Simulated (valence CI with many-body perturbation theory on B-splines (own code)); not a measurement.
**Ge XXVIII: electric-dipole lines**

Level of theory: configuration interaction combined with many-body perturbation theory (CI+MBPT): three valence electrons over a frozen Dirac-Fock core [He], a basis of 11 s, 11 p, 9 d, 7 f, 5 g, 2 h, 1 i functions for each j, with the one-electron correlation potential Σ1 (screened to all orders), the two-electron term Σ2, the three-electron term Σ3, Breit, model QED; selected single and double excitations, second order for the rest (own B-spline code, finite nucleus).

The last digits are not significant, and no measured levels were compared; by estimate large intervals hold to a few tenths of a per cent, small ones and those within an open d or f shell to about a per cent.

Lines 1 to 50 of 249 in falling wavelength, among levels below 15001 × 10³ cm⁻¹, chosen from the strongest by gf and those to the six lowest levels. Wavelengths and rates use the calculated energies. Electric multipoles are in the length gauge, E1 and E2 with the static RPA response of the core. Weak lines are less certain than strong ones. Lines between different terms over intervals too small for the method are left out, as are lines whose strength nearly cancels. The highest levels of a list are the least certain.

Levels are named by their leading jj configuration (3d3/2^4 stands for four electrons in 3d with j = 3/2), which in mixed levels can hold well under half, so a name can repeat and another be missing. Letters in brackets count levels of one name in rising energy.

```csv
λ vac (Å),Upper,Lower,A (s⁻¹),log gf,Branch %
522.6,(2p1/2 2p3/2 3d5/2) J=7/2,(2p1/2 2p3/2 3p3/2) J=5/2 [a],4.91e+08,-0.79,0.0
514.8,(2s 2p3/2 3d5/2) J=9/2,(2s 2p3/2 3p3/2) J=7/2,7.00e+08,-0.56,87.9
491.7,(2s 2p1/2 3d5/2) J=7/2,(2s 2p1/2 3p3/2) J=5/2,7.85e+08,-0.64,0.0
469.5,(2p1/2^2 3d5/2) J=5/2,(2p1/2^2 3p3/2) J=3/2,9.61e+08,-0.72,0.0
469.2,(2s 2p3/2 3d5/2) J=7/2 [c],(2s 2p3/2 3p3/2) J=5/2 [b],8.16e+08,-0.67,0.0
435.5,(2s 2p3/2 3d5/2) J=5/2 [b],(2s 2p3/2 3p3/2) J=3/2 [b],8.26e+08,-0.85,0.0
430.4,(2s 2p1/2 3d5/2) J=5/2 [a],(2s 2p1/2 3p3/2) J=3/2 [a],7.75e+08,-0.89,0.0
427.8,(2s^2 3d5/2) J=5/2,(2s^2 3p3/2) J=3/2,1.09e+09,-0.75,0.0
425.2,(2s 2p3/2 3d5/2) J=7/2 [a],(2s 2p3/2 3p1/2) J=5/2,6.54e+08,-0.85,0.0
399.3,(2s 2p1/2 3d5/2) J=5/2 [b],(2s 2p1/2 3p3/2) J=3/2 [b],1.28e+09,-0.74,0.0
399.1,(2p1/2 2p3/2 3d3/2) J=5/2,(2p1/2 2p3/2 3p1/2) J=3/2 [a],1.19e+09,-0.77,0.0
397.1,(2s 2p3/2 3d5/2) J=5/2 [a],(2s 2p3/2 3p3/2) J=3/2 [a],8.77e+08,-0.90,0.0
391.0,(2s 2p1/2 3d3/2) J=5/2,(2s 2p1/2 3p1/2) J=3/2,9.83e+08,-0.87,0.0
382.1,(2s 2p3/2 3p1/2) J=3/2 [a],(2s 2p3/2 3s) J=5/2,1.33e+09,-0.93,0.0
378.9,(2s 2p3/2 3d5/2) J=7/2 [b],(2s 2p3/2 3p3/2) J=5/2 [a],1.36e+09,-0.63,0.0
376.1,(2p1/2 2p3/2 3p3/2) J=3/2 [b],(2p1/2 2p3/2 3s) J=3/2 [b],1.21e+09,-0.99,0.0
375.8,(2p1/2 2p3/2 3p3/2) J=7/2,(2p1/2 2p3/2 3s) J=5/2,2.64e+09,-0.35,0.0
374.6,(2p1/2^2 3d3/2) J=3/2,(2p1/2^2 3p1/2) J=1/2,1.67e+09,-0.85,0.0
374.2,(2s 2p3/2 3d3/2) J=5/2 [b],(2s 2p3/2 3p1/2) J=3/2 [b],1.16e+09,-0.84,0.0
372.8,(2s 2p1/2 3p3/2) J=3/2 [b],(2s 2p1/2 3s) J=1/2 [b],1.33e+09,-0.95,0.0
370.7,(2s 2p1/2 3d3/2) J=3/2 [a],(2s 2p1/2 3p1/2) J=1/2 [a],1.40e+09,-0.94,0.0
365.4,(2p1/2 2p3/2 3p3/2) J=5/2 [a],(2p1/2 2p3/2 3s) J=3/2 [a],1.80e+09,-0.66,0.0
363.9,(2s 2p3/2 3p3/2) J=5/2 [b],(2s 2p3/2 3s) J=3/2 [c],1.07e+09,-0.89,0.0
353.8,(2s 2p3/2 3p1/2) J=5/2,(2s 2p3/2 3s) J=5/2,1.81e+09,-0.69,0.0
346.3,(2p1/2 2p3/2 3p1/2) J=3/2 [b],(2p1/2 2p3/2 3s) J=5/2,2.70e+09,-0.71,0.0
343.5,(2s^2 3d3/2) J=3/2,(2s^2 3p1/2) J=1/2,1.69e+09,-0.92,0.0
342.6,(2p1/2 2p3/2 3p3/2) J=5/2 [b],(2p1/2 2p3/2 3s) J=3/2 [b],2.39e+09,-0.60,0.0
341.1,(2s 2p3/2 3p3/2) J=5/2 [a],(2s 2p3/2 3s) J=3/2 [a],1.90e+09,-0.70,0.0
340.2,(2p1/2^2 3p3/2) J=3/2,(2p1/2^2 3s) J=1/2,2.62e+09,-0.74,0.0
338.4,(2s 2p3/2 3p3/2) J=7/2,(2s 2p3/2 3s) J=5/2,3.02e+09,-0.38,15.9
330.2,(2s 2p3/2 3p3/2) J=5/2 [b],(2s 2p3/2 3s) J=3/2 [b],1.14e+09,-0.95,0.0
320.8,(2s 2p1/2 3p3/2) J=5/2,(2s 2p1/2 3s) J=3/2,3.57e+09,-0.48,0.9
316.9,(2s^2 3p3/2) J=3/2,(2s^2 3s) J=1/2,3.25e+09,-0.71,0.6
313.4,(2s 2p3/2 3p3/2) J=3/2 [b],(2s 2p3/2 3s) J=1/2,2.09e+09,-0.91,0.0
304.4,(2s 2p1/2 3p3/2) J=3/2 [a],(2s 2p1/2 3s) J=1/2 [a],3.29e+09,-0.74,0.0
293.1,(2p1/2 2p3/2 3p3/2) J=5/2 [b],(2p1/2 2p3/2 3s) J=5/2,1.63e+09,-0.90,0.0
273.8,(2s 2p3/2 3d5/2) J=7/2 [b],(2s 2p3/2 3p1/2) J=5/2,1.12e+09,-1.00,0.0
260.4,(2s 2p3/2 3p3/2) J=5/2 [a],(2s 2p3/2 3s) J=5/2,2.10e+09,-0.89,0.0
181.4,(2s 2p1/2 2p3/2) J=5/2,(2s^2 2p3/2) J=3/2,4.27e+08,-1.90,100.0
170.9,(2p1/2 2p3/2^2) J=5/2,(2s 2p3/2^2) J=3/2,4.14e+09,-0.96,9.9
141.9,(2p1/2^2 2p3/2) J=3/2,(2s 2p1/2 2p3/2) J=3/2 [b],1.32e+09,-1.80,2.1
134.4,(2p1/2 2p3/2 3p1/2) J=5/2,(2s 2p3/2 3p1/2) J=5/2,6.18e+09,-1.00,0.1
133.3,(2p1/2 2p3/2 3d5/2) J=7/2,(2s 2p3/2 3d5/2) J=9/2,5.86e+09,-0.90,0.4
131.6,(2p3/2^2 3s) J=5/2,(2s 2p3/2 3s) J=3/2 [c],6.59e+09,-0.99,0.1
127.7,(2p1/2^2 3d5/2) J=5/2,(2s 2p1/2 3d5/2) J=7/2,9.65e+09,-0.85,0.1
126.9,(2p3/2^2 3s) J=5/2,(2s 2p3/2 3s) J=3/2 [b],7.30e+09,-0.98,0.1
122.3,(2p1/2 2p3/2 3p3/2) J=7/2,(2s 2p3/2 3p3/2) J=7/2,8.69e+09,-0.81,0.1
119.3,(2p1/2 2p3/2^2) J=3/2,(2s 2p1/2 2p3/2) J=1/2,1.41e+10,-0.92,27.8
118.0,(2p1/2 2p3/2 3s) J=5/2,(2s 2p3/2 3s) J=5/2,9.48e+09,-0.93,0.2
111.2,(2p1/2 2p3/2^2) J=5/2,(2s 2p3/2^2) J=5/2,1.62e+10,-0.75,38.9
```
